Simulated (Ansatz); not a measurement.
Relaxation of H₆N₂O₂Ti (11 atoms, charge 0, multiplicity 1), to a largest force component of 0.02 eV/Å in at most 40 steps.

Theory: RKS PBE/def2-SVP (Ansatz).

```xyz
11
Properties=species:S:1:pos:R:3:forces:R:3
Ti 0.000 0.000 0.000 0.89 0.01 -0.04
N 0.000 0.000 2.060 0.03 -0.20 -1.97
H -0.877 -0.271 2.590 1.45 0.62 -0.20
H 0.877 0.271 2.590 -1.50 -0.54 -0.27
N 1.943 0.000 -0.686 -1.99 0.09 0.91
H 2.441 -0.918 -0.867 -0.28 1.52 0.05
H 2.444 0.918 -0.858 -0.27 -1.52 0.04
O -0.904 1.567 -0.639 -0.51 -2.03 0.40
H -1.862 1.336 -0.862 1.30 0.44 0.20
O -0.904 -1.567 -0.639 0.25 1.13 2.00
H -1.359 -2.032 0.133 0.61 0.47 -1.11
```

Problem. Where does it end, and by what steps?

Solution. It converged. After 7 steps the energy has fallen by 1.169 eV; H3 moved furthest, 0.67 Å.

```tsv
step	energy less start (eV)	largest force component (eV/Å)	accepted
0	0.0000	2.032	yes
1	-0.9422	1.448	yes
2	-1.0749	1.157	yes
3	-1.1418	0.300	yes
4	-1.1604	0.175	yes
5	-1.1669	0.101	yes
6	-1.1684	0.054	yes
7	-1.1691	0.018	yes
```

```xyz
11
Properties=species:S:1:pos:R:3
Ti -0.036 -0.018 0.068
N 0.016 -0.038 1.962
H -0.722 0.375 2.544
H 0.848 -0.209 2.535
N 1.751 0.026 -0.552
H 2.252 -0.789 -0.922
H 2.283 0.879 -0.761
O -0.981 1.444 -0.449
H -1.701 1.451 -1.103
O -0.789 -1.554 -0.537
H -1.125 -2.263 0.038
```

Whether the end is a true minimum wasn't checked by a vibrational analysis.

The run took 9.1 s on 2 threads of AMD EPYC 9R45 96-Core Processor (Zen 5), with other jobs on the host, peak memory 0.19 GiB.
